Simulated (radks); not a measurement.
Task: The hafnium ion Hf2+, configuration [Xe] 4f14 5d1 6s1 (not the ground configuration). All-electron calculation, scalar-relativistic Kohn-Sham, SCAN, spin-unpolarised, spherical densities, finite nucleus; meta-GGA in the generalised Kohn-Sham scheme; Fermi nuclear charge, rms radius 5.347 fm. Program: a radial shooting solver on a logarithmic mesh with Libxc functionals. Some entries of the table are withheld. Estimate them.

| orbital | occ. | eigenvalue (eV) | r(max) (bohr) | <r^2> (bohr^2) |
|---|---|---|---|---|
| 1s | 2 | -65370.26 | 0.01190 | 0.0004952 |
| 2s | 2 | -11220.00 | (1) | 0.007635 |
| 2p | 6 | -9850.855 | (2) | 0.006284 |
| 3s | 2 | -2581.545 | 0.1918 | 0.04965 |
| 3p | 6 | -2169.822 | 0.1896 | 0.05035 |
| 3d | 10 | -1681.903 | 0.1548 | 0.04192 |
| 4s | 2 | -539.5985 | 0.4377 | 0.2473 |
| 4p | 6 | (3) | (4) | 0.2813 |
| 4d | 10 | -227.9976 | 0.4712 | 0.3322 |
| 5s | 2 | -85.7409 | 1.010 | 1.439 |
| 5p | 6 | -53.6423 | (5) | 2.010 |
| 4f | 14 | -35.0907 | 0.4551 | 0.5850 |
| 6s | 1 | -18.7663 | (6) | 9.525 |
| 5d | 1 | -18.4588 | 1.617 | 4.849 |

Result: 
(1) 2s r(max) (bohr): 0.06800
(2) 2p r(max) (bohr): 0.05567
(3) 4p eigenvalue (eV): -403.9049
(4) 4p r(max) (bohr): 0.4583
(5) 5p r(max) (bohr): 1.156
(6) 6s r(max) (bohr): 2.635
